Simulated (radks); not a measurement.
Question: Coherent X-ray form factor from a spherical all-electron density. Calculated with a radial shooting solver on a logarithmic mesh with Libxc functionals: Dirac Kohn-Sham, PBE, spin-unpolarised, spherical densities, finite nucleus; Fermi nuclear charge, rms radius of each element as measured or else 0.836 A^(1/3) + 0.57 fm.

| sin(theta)/lambda (1/angstrom) | f0 (electrons) |
|---|---|
| 0.05 | 73.808 |
| 0.1 | 70.822 |
| 0.15 | 67.106 |
| 0.2 | 63.318 |
| 0.25 | 59.675 |
| 0.3 | 56.216 |
| 0.4 | 49.875 |
| 0.5 | 44.353 |
| 0.6 | 39.610 |
| 0.8 | 31.964 |
| 1 | 26.164 |
| 1.25 | 21.040 |
| 1.5 | 17.771 |
| 2 | 14.054 |

The species is in the configuration that NIST lists as its ground one. Which atom or ion scatters so?

Answer: Neutral rhenium, [Xe] 4f14 5d5 6s2. Extrapolating in s^2 from the first two rows gives f0(0) = 74.8, near the electron count 75; among species with that count, the fall with angle is slower the higher Z, and the table is that of Z = 75; from so few rows the species is fixed only to a neighbour or two.
